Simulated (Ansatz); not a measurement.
Single points on GeH(OMe)3 (C3H10GeO3).

```yaml
crystal:
  periodic: [false, false, false]
  atoms:
    - {symbol: Ge, position_ang: [0.099528, -0.000769, 1.036643]}
    - {symbol: H, position_ang: [-0.148085, -0.319380, 2.514387]}
    - {symbol: O, position_ang: [1.790707, -0.103212, 0.539517]}
    - {symbol: C, position_ang: [2.322867, -1.128687, -0.278606]}
    - {symbol: H, position_ang: [2.666753, -1.987868, 0.327078]}
    - {symbol: H, position_ang: [3.195005, -0.722302, -0.817161]}
    - {symbol: H, position_ang: [1.592624, -1.499085, -1.017282]}
    - {symbol: O, position_ang: [-0.441755, 1.667552, 0.799391]}
    - {symbol: C, position_ang: [-0.173072, 2.353877, -0.409320]}
    - {symbol: H, position_ang: [-0.462972, 3.408812, -0.277243]}
    - {symbol: H, position_ang: [-0.751803, 1.940735, -1.256969]}
    - {symbol: H, position_ang: [0.898502, 2.316711, -0.675327]}
    - {symbol: O, position_ang: [-0.753570, -1.096430, -0.078504]}
    - {symbol: C, position_ang: [-2.163056, -1.180754, -0.090557]}
    - {symbol: H, position_ang: [-2.569589, -1.567956, 0.864083]}
    - {symbol: H, position_ang: [-2.461991, -1.877996, -0.889855]}
    - {symbol: H, position_ang: [-2.640103, -0.203236, -0.290275]}
basis:
  gaussian: {orbitals: def2-TZVP}
magnetization: {spin_polarized: true, initial_magnetization: 2}
hamiltonian: {xc: pbe0, dispersion: d4}
scf: {omitted_lower_state_checks: [starts]}
output: {orbitals: {seedname: orbitals}}
```

The file start.molden holds the orbitals of an earlier run on this structure, at another level or in another basis.

```sh
$ ansatz run in.yaml --threads 4 --pin off --events-out ev --progress --plain --max-ram 4787MiB
```

Shortened log:

```
Functional definition: PBE0
  name "PBE0"
  cite "Adamo & Barone, J. Chem. Phys. 110, 6158 (1999) doi:10.1063/1.478522"
  cite "Perdew, Burke & Ernzerhof, Phys. Rev. Lett. 77, 3865 (1996) doi:10.1103/PhysRevLett.77.3865"
  parent pbe
  parameter a = 0.25
  parameter kappa = 0.804
  parameter beta = 0.06672455060314922
  exchange = (1 - a)*pbe_x(kappa = kappa, mu = beta*pi^2/3) + a*exact_x
  correlation = pbe_c(beta = beta)
these checks for a lower state are left out or cut short: starts
1834 factors; their error is unknown
mean field evaluation 1: about -65899.6897 eV, gradient 5.9e1 eV
mean field evaluation 2: about -65873.6828 eV, gradient 9.9e1 eV
mean field evaluation 4: about -65911.6513 eV, gradient 2.0e1 eV
mean field evaluation 8: about -65913.4143 eV, gradient 1.3e0 eV
mean field evaluation 16: about -65913.5331 eV, gradient 7.0e-2 eV
mean field -65913.79709480 eV, -2422.2873652577 hartree, gradient 2.0e-5 eV, S^2 2.007701; 0 other end points of the search recorded, 0 dependent functions left out
reference -65913.79713612 eV, -2422.2873667759 hartree; 43, 41 occupied and 251, 253 virtual orbitals, 1834 factors
Total energy: -65914.10803614 eV, -2422.2987921412 hartree
Checks for a lower state left out: starts
```

It took 56 s on 4 threads of Intel Xeon on a shared host, peak host memory 1.3 GiB.

The first input with `gaussian: {orbitals: def2-TZVP, initial_orbitals: start.molden}`, `hamiltonian: {xc: r2scan, dispersion: d4}` (abridged; 58 s):

```
Functional definition: r2SCAN
mean field evaluation 16: about -65926.6587 eV, gradient 1.0e-4 eV
mean field -65926.65866295 eV, -2422.7600191692 hartree, gradient 6.8e-6 eV, S^2 2.007316
Total energy: -65926.75796986 eV, -2422.7636686309 hartree
Checks for a lower state left out: starts
```

The first input with `gaussian: {orbitals: def2-TZVP, initial_orbitals: start.molden}`, `hamiltonian: {xc: pbe, dispersion: d4}` (abridged; 31 s):

```
Functional definition: PBE
mean field evaluation 16: about -65912.6251 eV, gradient 8.9e-5 eV
mean field -65912.62511550 eV, -2422.2442958127 hartree, gradient 2.8e-6 eV, S^2 2.002978
Total energy: -65912.98832490 eV, -2422.2576435118 hartree
Checks for a lower state left out: starts
```

Geometry: B3LYP-D4/def2-SVP, that of the neutral singlet.

At PBE-D4/def2-TZVP the gap within one spin of the charge 0 triplet nearly closes, so an electron or hole may be smeared out by delocalisation error. At PBE0-D4/def2-TZVP a singlet of charge 0 lies 6.72 eV below the triplet at the same geometry.
